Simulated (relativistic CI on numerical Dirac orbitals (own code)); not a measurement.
# d1 to d9 in one octahedral field

Computed with a parametric ligand-field model without spin-orbit coupling, by exact diagonalisation: B = 430, C = 1720, 10Dq = 27300 cm⁻¹ (Oh; |10Dq|/B = 63.5) for every shell. Energies in cm⁻¹; the field energy is (0.6 n_e − 0.4 n_t2) × 10Dq of the ground term; g labels are left out. So small a B with so large a field is typical of 4d and 5d ions, where spin-orbit coupling, left out here, reaches 1,000 to 4,000 cm⁻¹.

| Shell | Ground term | Electrons in e | Field energy | First spin-allowed bands | Lowest term of other spin |
| --- | --- | --- | --- | --- | --- |
| d1 | 2T2 | 0.000 | -10920 | 2E 27300 |  |
| d2 | 3T1 | 0.007 | -21657 | 3T2 26222, 3T1 31594 | 1T2 6150 |
| d3 | 4A2 | 0.000 | -32760 | 4T2 27300, 4T1 32179 | 2E 8616 |
| d4 | 3T1 | 0.010 | -43394 | 3E 25563, 3T1 25982 | 1T2 5353 |
| d5 | 2T2 | 0.020 | -54042 | 2A2 24893, 2T1 25049 | 4T1 18851 |
| d6 | 1A1 | 0.015 | -65098 | 1T1 25977, 1T2 32257 | 3T1 22360 |
| d7 | 2E | 1.010 | -48868 | 2T1 25882, 2T2 26319 | 4T1 18820 |
| d8 | 3A2 | 2.000 | -32760 | 3T2 27300, 3T1 32179 | 1E 6840 |
| d9 | 2E | 3.000 | -16380 | 2T2 27300 |  |

Low spin: d4, d5, d6, d7; the other shells keep the spin of the free ion. Only d4 to d7 can choose; the field needed to pair spins is smallest for d6 and largest for d5, which loses most exchange energy. In the strong-field picture 10Dq must exceed about 6B + 5C = 11180 (d4), 7.5B + 5C = 11825 (d5), 2.5B + 4C = 7955 (d6) and 4B + 4C = 8600 (d7); mixing of terms shifts these bounds somewhat.
